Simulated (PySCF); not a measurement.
## `C1CC[C@H](C(F)(F)F)CO1`, C$_{6}$H$_{9}$F$_{3}$O

Geometry:
```tsv
atom	x (Å)	y (Å)	z (Å)
F1	2.890	0.976	-0.357
C2	2.217	-0.141	-0.036
F3	2.923	-0.740	0.936
F4	2.289	-0.946	-1.107
C5	0.788	0.150	0.382
C6	0.024	0.843	-0.751
C7	-1.432	1.019	-0.324
C8	-2.008	-0.334	0.096
O9	-1.258	-0.915	1.141
C10	0.069	-1.157	0.762
H11	0.831	0.804	1.259
H12	0.072	0.222	-1.650
H13	0.481	1.808	-0.979
H14	-1.484	1.706	0.522
H15	-2.021	1.432	-1.143
H16	-3.021	-0.225	0.486
H17	-2.027	-1.013	-0.770
H18	0.104	-1.849	-0.095
H19	0.552	-1.629	1.621
```

Level of theory: GIAO B3LYP/pcSseg-1 magnetisability, rotational g tensor and spin-rotation constants, non-relativistic, gas phase in PySCF. Geometry: GFN2-xTB.

Q: How diamagnetic is it, and how anisotropic?

A: Isotropic -1399 × 10⁻³⁰ J/T², or -84.2 × 10⁻⁶ cm³/mol; principal values -1449, -1425, -1322 × 10⁻³⁰ J/T², anisotropy 117 × 10⁻³⁰ J/T² (root of half the summed squared differences of the principal values). The susceptibility is in cgs units.

Q: Split it along the inertial axes a, b, c into diamagnetic and paramagnetic parts about the centre of mass, with the quadrupole moment.

A: 
| axis | χ (10⁻⁶ cm³/mol) | diamagnetic (10⁻⁶ cm³/mol) | paramagnetic (10⁻⁶ cm³/mol) | summed x² of all electrons (Å²) | quadrupole Θ (D Å) |
| --- | --- | --- | --- | --- | --- |
| a | -87.0 | -572.4 | 485.4 | 280.8 | -3.03 |
| b | -86.0 | -1375.8 | 1289.8 | 91.5 | +0.48 |
| c | -79.7 | -1579.4 | 1499.7 | 43.5 | +2.56 |

Anisotropies 2χaa − χbb − χcc = -8.4 and 2χbb − χaa − χcc = -5.2 × 10⁻⁶ cm³/mol. Θ is traceless in Buckingham's convention.

Q: And the rotational g tensor?

A: 
```csv
axis,rotational constant (GHz),g,nuclear part,electronic part
a,2.5589,-0.0207,0.5628,-0.5836
b,0.8914,-0.0085,0.5316,-0.5402
c,0.7742,-0.0101,0.5353,-0.5454
```
Asymmetric top; isotopes 12C, 19F, 1H, 16O; no vibrational averaging.
